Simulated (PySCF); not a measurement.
From one molecule to another.

First species: C3H8N2SSi.
Atom-mapped SMILES: `[N:1]#[C:2][CH2:3][S:4][CH2:5][SiH2:6][NH2:7]` (hydrogens: H8, H9 on C3; H10, H11 on C5; H12, H13 on Si6; H14, H15 on N7)

Geometry (GFN2-xTB, Å), atoms numbered from 1 in this order:
```xyz
15
C3H8N2SSi angstrom
N     -3.3606    1.5961    0.6050
C     -2.9448    0.5347    0.5115
C     -2.3541   -0.7643    0.3936
S     -0.6040   -0.7134    0.9687
C      0.0869    0.4683   -0.2189
Si     1.9572    0.6903    0.0826
N      2.6187   -0.8740   -0.1755
H     -2.3734   -1.1051   -0.6442
H     -2.8633   -1.4816    1.0381
H     -0.1087    0.0848   -1.2185
H     -0.4393    1.4112   -0.0902
H      2.1317    1.2843    1.4139
H      2.4954    1.5576   -0.9633
H      2.1391   -1.6734    0.2094
H      3.6148   -1.0075   -0.1182
```

Second species: C3H9O2P.
Z-matrix (Å and degrees, GFN2-xTB geometry), rows numbered from 1:
```
C 
C   1  1.5186
P   2  1.8369  1  113.19
C   3  1.8299  2  107.45  1   -55.42
O   3  1.4687  2  114.88  1   174.56
O   3  1.6194  2  103.81  1    53.20
H   1  1.0884  2  110.51  3  -171.10
H   1  1.0871  2  110.85  3    68.84
H   1  1.0872  2  110.02  3   -51.16
H   2  1.0928  1  111.15  3   118.70
H   2  1.0910  1  111.71  3  -121.21
H   4  1.0841  3  110.87  2    64.57
H   4  1.0864  3  109.11  2   -57.15
H   4  1.0871  3  107.56  2  -175.40
H   6  0.9588  3  107.02  2   120.44
```

Levels: wB97X-D/def2-SVPD for dipole moment, HOMO energy, LUMO energy, HOMO–LUMO gap, static isotropic polarisability and electronic spatial extent ⟨r²⟩ about the centre of nuclear charge; TDDFT wB97X-D/def2-SVPD for lowest singlet excitation; TDA wB97X-D/def2-SVPD for lowest triplet excitation (Tamm–Dancoff); GFN2-xTB for rotational constant A and rotational constant C. Geometries: GFN2-xTB. Each species is one conformer at its optimised geometry, gas phase, non-relativistic unless stated. Electronic properties by PySCF.

Dipoles, sizes and rotational constants follow the conformer. The torsions of the flexible species, by atom-mapped SMILES:
- `[N:1]#[C:2][CH2:3][S:4][CH2:5][SiH2:6][NH2:7]`: C2–C3–S4–C5 -62°, C3–S4–C5–Si6 -178°, S4–C5–Si6–N7 61°, H–N7–Si6–C5 -43°, H–N7–Si6–C5 177°
- `[CH3:1][CH2:2][P@:3]([CH3:4])(=[O:5])[OH:6]`: C1–C2–P3–C4 -55°, H–O6–P3–C2 120°

```json
{"property": "dipole moment", "column X": "3.76 D", "column Y": "3.15 D"}
{"property": "HOMO energy", "column X": "-8.96 eV", "column Y": "-9.67 eV"}
{"property": "LUMO energy", "column X": "1.17 eV", "column Y": "1.99 eV"}
{"property": "HOMO–LUMO gap", "column X": "10.13 eV", "column Y": "11.66 eV"}
{"property": "lowest singlet excitation", "column X": "5.22 eV", "column Y": "7.68 eV"}
{"property": "lowest triplet excitation (Tamm–Dancoff)", "column X": "4.69 eV", "column Y": "7.56 eV"}
{"property": "static isotropic polarisability", "column X": "93.8 au", "column Y": "66.0 au"}
{"property": "electronic spatial extent ⟨r²⟩ about the centre of nuclear charge", "column X": "1518 bohr²", "column Y": "728 bohr²"}
{"property": "rotational constant A", "column X": "4.196 GHz", "column Y": "3.833 GHz"}
{"property": "rotational constant C", "column X": "0.731 GHz", "column Y": "2.143 GHz"}
```

Which column belongs to which species?

Column X is the first species and column Y the second. The first has 15 atoms and 70 electrons, the second 15 and 58.

How does each property change from the first species to the second?

dipole moment -0.61 D; HOMO energy -0.71 eV; LUMO energy +0.82 eV; HOMO–LUMO gap +1.53 eV; lowest singlet excitation +2.46 eV; lowest triplet excitation (Tamm–Dancoff) +2.87 eV; static isotropic polarisability -27.8 au; electronic spatial extent ⟨r²⟩ about the centre of nuclear charge -790 bohr²; rotational constant A -0.363 GHz; rotational constant C +1.412 GHz.

On the first: In atomic units the dipole is 1.48 e·bohr (1 au = 2.5417 D).

On the second: S1 lies 3.98 eV below the HOMO–LUMO gap; its leading configuration is HOMO→LUMO, weight 0.82.
